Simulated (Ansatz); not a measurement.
Frontier orbitals of CH₆GaNO, SMILES `NC[O][GaH2]`.

| atom | x (Å) | y (Å) | z (Å) |
| --- | --- | --- | --- |
| N1 | 1.704 | 0.683 | 0.276 |
| C2 | 0.758 | -0.090 | -0.463 |
| O3 | -0.559 | 0.424 | -0.426 |
| Ga4 | -1.968 | -0.488 | 0.180 |
| H5 | 1.714 | 1.640 | -0.053 |
| H6 | 1.470 | 0.699 | 1.261 |
| H7 | 0.788 | -1.120 | -0.083 |
| H8 | 1.079 | -0.107 | -1.510 |
| H9 | -3.315 | 0.285 | 0.096 |
| H10 | -1.670 | -1.925 | 0.722 |

The species carries charge 0 and has multiplicity 1. Correlated methods include outer-core shells of Ga, which these sets cover unevenly. Scalar relativity is left out up to krypton. All single points use the PBE0-D4/def2-TZVP geometry. It is one conformer, not always the lowest. Basis def2-TZVPP, Ansatz 0.2.0.

Orbital energies of one run (eV). Highest occupied ones, from the top: -10.07, -10.82, -11.26, -11.88, -13.93, -14.61, -15.61, -16.71, -17.63, -21.05, -25.36, -25.50, -25.61, -25.67. Empty: 0.80, 2.75, 3.21, 3.76, 4.55, 4.75.

Which functional gave them?
A. LC-ωPBE
B. revPBE
C. ωB97M-V
D. PBE

A. HOMO energies: LC-ωPBE -10.07, revPBE -5.73, ωB97M-V -9.64, PBE -5.80 eV.

LC-ωPBE has ω = 0.4 bohr⁻¹.
